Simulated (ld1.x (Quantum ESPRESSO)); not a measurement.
# Which setting gave this result? (Mn (Z = 25), TM semilocal)

Base potential:

Mn, norm-conserving Troullier–Martins (semilocal form), made with ld1.x (Quantum ESPRESSO) 7.5 (Wu–Cohen, scalar-relativistic). Core [Ne], reference 3s2 3p6 3d5 4s2 4p0. Waves: 3s (bound): rc 1.10 bohr; 3d (bound): rc 0.95 bohr; 4f channel at -0.15 Ry: rc 1.00 bohr; 3p (bound): rc 0.90 bohr. Local part: the p channel. Core correction: none.

Occupied shells without a wave of their own: 4s. They enter only through the test configuration that unscreens the potential.

Cutoffs, loose and tight: the cutoffs (Ry, on a coarse ladder) from which the occupation-weighted sum of valence levels, in a spherical-Bessel basis at the reference potential, stays within 10 and 1 mRy of its value at 400 Ry. They do not see the model core or the augmentation charge, which bear on the density cutoff. Test errors are all-electron minus pseudo excitation energies from the reference, over the configurations 3s2 3p6 3d5 4s1 4p0; 3s2 3p6 3d5 4s0 4p0; 3s2 3p6 3d4 4s0 4p0; 3s2 3p6 3d5.5 4s1.5 4p0; 3s2 3p6 3d6 4s1 4p0; 3s2 3p6 3d4 4s2 4p0; 3s2 3p5 3d5 4s2 4p0; variants that change the core or the reference have their own tests.

Only the scale of all radii (base = 1) is moved:

| scale of all radii (base = 1) | cutoff, loose | cutoff, tight | bound ghosts | largest test error (meV) | median size of the test errors |
| --- | --- | --- | --- | --- | --- |
| 0.74 | over 300 Ry | over 300 Ry | none | -219 | 33.3 meV |
| 0.87 | 260 Ry | 300 Ry | none | -474 | 66.3 meV |
| 1.07 | 180 Ry | 230 Ry | none | -1709 | 241.6 meV |
| 1.19 | 160 Ry | 180 Ry | none | -2994 | 433.4 meV |
| 1.29 | 140 Ry | 160 Ry | none | -4805 | 720.1 meV |
| 1.36 | 140 Ry | 160 Ry | none | -5860 | 896.9 meV |

Task: One more run gave cutoff, loose: 200 Ry; cutoff, tight: 260 Ry; bound ghosts: none; largest test error (meV): -1072; median size of the test errors: 149.8 meV. Which value of the scale of all radii (base = 1) was used?

Result: 0.98. The median size of the test errors moves one way along this sweep, from 33.3 meV at 0.74 to 896.9 meV at 1.36, which places the run between 0.87 and 1.07.
